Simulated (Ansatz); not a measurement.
A CCSD(T) single point on CH3BClF, SMILES `BC(F)Cl`.

```yaml
crystal:
  periodic: [false, false, false]
  atoms:
    - {symbol: B, position_ang: [-0.329337, 0.790041, 0.065938]}
    - {symbol: C, position_ang: [0.551832, -0.481111, -0.038057]}
    - {symbol: F, position_ang: [1.012143, -1.095017, 1.056494]}
    - {symbol: Cl, position_ang: [-1.150604, -1.121250, -0.475020]}
    - {symbol: H, position_ang: [-0.433983, 1.484441, -0.895719]}
    - {symbol: H, position_ang: [-0.766044, 1.080449, 1.134349]}
    - {symbol: H, position_ang: [1.177293, -0.725655, -0.893784]}
basis:
  gaussian: {orbitals: def2-TZVPP}
correlation: {method: ccsd_t}
output: {orbitals: {seedname: orbitals}}
```

```sh
$ ansatz run in.yaml --threads 2 --pin off --events-out ev --progress --plain --max-ram 4352MiB
```

Output of Ansatz, abridged:

```
Functional definition: HF
1074 factors; integrals over basis functions are off by at most 1.0e-3 eV
mean field evaluation 1: about -16958.5063 eV, gradient 2.4e1 eV
mean field evaluation 2: about -16958.7054 eV, gradient 2.4e1 eV
mean field evaluation 4: about -16960.2747 eV, gradient 3.5e0 eV
mean field evaluation 8: about -16960.3127 eV, gradient 2.3e-1 eV
mean field -16960.31307447 eV, -623.2800093737 hartree, gradient 1.6e-6 eV, S^2 0.000000; 0 other end points of the search recorded, 0 dependent functions left out
8 core orbitals not correlated: weight in the atoms' cores, before any rotation towards them, 1.000 or more for the frozen orbitals, at most 0.000 for the correlated occupied ones
reference -16960.31307447 eV, -623.2800093737 hartree; 12, 12 occupied and 157, 157 virtual orbitals, 1074 factors
second order -19.40507889 eV of doubles, -0.00000000 eV of singles
cycle   1  -19.79760516 eV  change   -3.9e-1 eV  update   9.5e-2
cycle   2  -20.25253746 eV  change   -4.5e-1 eV  update   2.8e-2
cycle   3  -20.36230252 eV  change   -1.1e-1 eV  update   1.5e-2
cycle   4  -20.35172490 eV  change    1.1e-2 eV  update   3.4e-3
cycle   5  -20.34949577 eV  change    2.2e-3 eV  update   1.6e-3
cycle   6  -20.35031004 eV  change   -8.1e-4 eV  update   5.3e-4
cycle   7  -20.35006520 eV  change    2.4e-4 eV  update   2.2e-4
cycle   8  -20.35001361 eV  change    5.2e-5 eV  update   7.5e-5
cycle   9  -20.35004711 eV  change   -3.4e-5 eV  update   2.8e-5
cycle  10  -20.35004142 eV  change    5.7e-6 eV  update   9.3e-6
perturbative correction -0.79787040 eV, -0.0293211964 hartree
Total energy: -16981.46098629 eV, -624.0571807987 hartree
```

Run time 43 s (2 threads of an Arm Neoverse V1 on a shared host); peak host memory 1.7 GiB.

The correlation energy is -21.148 eV, 3.8 % of it from (T); the T1 diagnostic reads 0.0123.
